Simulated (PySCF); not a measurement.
# A small calculation by hand: entropy of an ideal gas

Ga(OH)2(SeH) (GaH₃O₂Se), SMILES [OH][Ga]([OH])[SeH].

Geometry optimised at PBE-D3(BJ)/def2-SVP. One conformer was computed; it need not be the lowest.

PBE-D3(BJ)/def2-SVP (PySCF) gives the harmonic wavenumbers 110, 154, 170, 180, 280, 282, 324, 593, 658, 698, 800, 836, 2361, 3721, 3741 cm⁻¹ and the rotational temperatures 0.2892, 0.0715, 0.0573 K. The molar mass is 183.72 g/mol, the symmetry number 1, the spin multiplicity 1.

### Question
Work out the entropy at 298.15 K and 1 atm in the rigid-rotor, harmonic-oscillator model.

### Answer

Translation (Sackur–Tetrode at 1 atm): S = R[1.5 ln M + 2.5 ln T − 1.16487] = 173.8 J/(mol K).
Rotation: q = (√π/σ) T^1.5/√(θA θB θC) = 265000, S = R[ln q + 3/2] = 116.3 J/(mol K).
Vibration: with u = 1.4388 ν/T, each mode gives R[u/(e^u − 1) − ln(1 − e^−u)]:
| ν (cm⁻¹) | modes | u | S (J/(mol K)) |
|---|---|---|---|
| 110 | 1 | 0.53 | 13.68 |
| 154 | 1 | 0.74 | 10.97 |
| 170 | 1 | 0.82 | 10.19 |
| 180 | 1 | 0.87 | 9.74 |
| 280 | 1 | 1.35 | 6.42 |
| 282 | 1 | 1.36 | 6.37 |
| 324 | 1 | 1.56 | 5.40 |
| 593 | 1 | 2.86 | 1.93 |
| 658 | 1 | 3.18 | 1.51 |
| 698 | 1 | 3.37 | 1.29 |
| 800 | 1 | 3.86 | 0.87 |
| 836 | 1 | 4.03 | 0.75 |
The stiffer modes add less than 0.005 each. Sum 69.1 J/(mol K).
Spin: R ln 1 = 0.0 J/(mol K).
Total 359.2 J/(mol K); the program's own thermochemistry gives 359.3. Translation makes up 48 % and vibration 19 %. Anharmonicity, hindered rotation and orbital degeneracy are left out.
